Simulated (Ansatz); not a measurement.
Breaking the In1–H2 bond in H2IIn (SMILES [InH2][I]) (multiplicity 1 held, fragments rigid). Energies count from the point at 1.714 Å.
Geometry at that point (charge 0, multiplicity 1):
```xyz
4

In    -0.726    -1.136     0.200
H     -0.070    -2.174     1.394
H     -2.119    -1.247    -0.793
I      0.713     1.114    -0.196
```

R- and RO- levels are restricted; in cc, def2 and unpolarised 6-31G sets they are followed outwards from rest. Unrestricted levels (U-) break spin symmetry where that is lower. Active spaces are followed from a long bond inwards. Curves can end on different states.

Cores are frozen in the correlated methods. Filled d and f shells under p-block atoms count as core.

Programs: Ansatz (Gaussian orbitals). Values without a source in brackets are computed. In def2 rows elements past Kr take small-core potentials, without spin–orbit coupling.

| level | energy at R = 5.485 Å (kcal/mol) |
|---|---|
| R-HF/def2-TZVPP | 146.88 |
| U-HF/def2-TZVPP | 53.09 |
| U-PBE/def2-TZVPP | 66.82 |
| U-B3LYP/def2-TZVPP | 68.96 |
| R-MP2/def2-TZVPP | (withheld) |
| U-MP2/def2-TZVPP | 67.85 |
| U-CCSD(T)/def2-TZVPP | 70.67 |
| CASSCF(2,2)/def2-TZVPP | (withheld) |
| FIC-MRCISD+Q on CASSCF(2,2)/def2-TZVPP | 71.65 |

Some entries are withheld; supply them.


- R-MP2/def2-TZVPP, energy at R = 5.485 Å (kcal/mol): 98.52
- CASSCF(2,2)/def2-TZVPP, energy at R = 5.485 Å (kcal/mol): 64.44

Doubts at one or more of the structures used: a restricted determinant that unrestricted orbitals would lower (R-HF/def2-TZVPP, R-MP2/def2-TZVPP); a spin-contaminated determinant (U-HF/def2-TZVPP, U-PBE/def2-TZVPP, U-B3LYP/def2-TZVPP, U-MP2/def2-TZVPP, U-CCSD(T)/def2-TZVPP).

Ansatz is an electronic-structure program.
